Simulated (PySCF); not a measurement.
**Telling isomers of C5H9NOSi apart by NMR**

[PySCF 2.14.0 with density-fitted response routines: GFN2-xTB geometry; NMR shieldings at PBE0/pcSseg-1/GIAO; one computed conformer; isolated molecule; non-relativistic Hamiltonian; one averaged value for each set of equivalent atoms]

Chemical shifts δ = σref − σ; 1H, 13C against TMS, all at this level. Where no couplings were computed, multiplicities follow the n + 1 count of equivalent neighbours, and m marks all less simple cases (inequivalent or close neighbours, rings, F or P nearby). Shifts are as computed. Against solution values, carbons near 30 ppm lie about +3 ppm off and those near 130 ppm about +5 ppm. Of 1211 compounds with measured shifts, 218 miss one by over three times the rms of a fit or turn the order of signals round; such compounds aren't used in these exercises.

(1) Tabulate the signals of `Cn1ccc(O[SiH3])c1`, `[SiH3]CCc1ncco1` and their relative energies.

(2) What is the quickest way to tell Cn1ccc(O[SiH3])c1 from [SiH3]CCc1ncco1?

Answers

(1) 
```json
{"SMILES": "Cn1ccc(O[SiH3])c1", "carbon types": "1×C 3×CH 1×CH3", "δC": "151.3, 121.1, 110.9, 100.2, 37.6", "δH": "6.36 (m, 1H), 6.19 (m, 1H), 5.77 (m, 1H), 5.08 (s, 3H), 3.68 (s, 3H)", "E rel. (kcal/mol)": "0.0"}
{"SMILES": "[SiH3]CCc1ncco1", "carbon types": "1×C 2×CH 2×CH2", "δC": "170.8, 142.8, 136.3, 29.6, 12.3", "δH": "7.61 (m, 1H), 7.35 (m, 1H), 3.57 (t, 3H), 3.11 (t, 2H), 1.21 (m, 2H)", "E rel. (kcal/mol)": "11.6"}
```

Energies are electronic energies at PBE0/pcSseg-1 on these geometries, without zero-point or thermal terms, each for the one conformer computed, which needn't be the lowest.

(2) Both give the same number of carbon signals, but DEPT or the intensities differ. The first has a methyl carbon bonded to N (CH3) at 37.6 ppm, the second an sp3 CH2 on an aromatic ring at 29.6 ppm. Their most deshielded carbons lie at 151.3 and 170.8 ppm. In the proton spectra the most deshielded non-exchanging signals are 6.36 (m, 1H) and 7.61 (m, 1H).
